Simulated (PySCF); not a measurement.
**Two-dimensional NMR puzzle**

Compound of formula C$_{9}$H$_{13}$P. Correlations simulated from computed shifts and the bond graph:

HSQC (one-bond C–H):
```tsv
δH	δC
6.88	152.9
6.18	136.1
5.56	147.6
5.31	121.5
5.25	121.5
3.37	51.5
1.50	18.9
0.01	3.7
```

COSY cross peaks (H two or three bonds apart, from the bond graph; peaks can be absent where the dihedral angle is near 90°):
```tsv
δH	δH
6.88	6.18
6.88	3.37
5.56	5.31
5.56	5.25
5.56	3.37
5.31	5.25
```

HMBC (two and three bonds, from the bond graph):
```tsv
δH	δC
6.88	152.9, 147.6, 136.1, 51.5
6.18	152.9, 136.1, 51.5, 18.9, 3.7
5.56	152.9, 121.5, 51.5
5.31	147.6, 51.5
5.25	147.6, 51.5
3.37	152.9, 147.6, 136.1, 121.5
1.50	136.1, 3.7
0.01	136.1, 18.9
```

A single conformation, one averaged value for each set of equivalent atoms, non-relativistic, gas phase. GFN2-xTB structure; NMR shieldings at PBE0/pcSseg-1/GIAO; PySCF 2.14.

Shifts are taken against calculated references (same method and geometry level): $^{1}$H (σref 31.72) and $^{13}$C (σref 186.93) against TMS.

Exchangeable hydrogens are left out of these lists.

Problem. Assemble the structure.

Solution. SMILES C[P@]1(=C)C=C[C@@H](C=C)C=C1.

Mapped SMILES: `[CH2:1]=[CH:2][C@H:3]1[CH:4]=[CH:5][P@:6](=[CH2:7])([CH3:8])[CH:9]=[CH:10]1`. Hydrogens are named by the atom that carries them. Ha(C1) is cis to C3; Hb(C1) is trans to C3.

δC 152.9 is C4/C10, an alkene CH (δH 6.88). δC 147.6 is C2, an alkene CH (δH 5.56). δC 136.1 is C5/C9, an alkene CH (δH 6.18). δC 121.5 is C1, a terminal =CH2 carbon (δH 5.31, 5.25). δC 51.5 is C3, an allylic sp3 CH (δH 3.37). δC 18.9 is C8, a methyl carbon bonded to P (δH 1.50). δC 3.7 is C7, a carbon double-bonded to a heavier main-group atom (δH 0.01). COSY links 6.88–6.18, 6.88–3.37, 5.56–5.31, 5.56–5.25, 5.56–3.37, 5.31–5.25.

The data come from this structure; uniqueness wasn't tested.

Shifts are as computed. Against solution values, carbons near 30 ppm lie about +3 ppm off and those near 130 ppm about +5 ppm. Of 1211 compounds with measured shifts, 218 miss one by over three times the rms of a fit or turn the order of signals round; such compounds aren't used in these exercises.
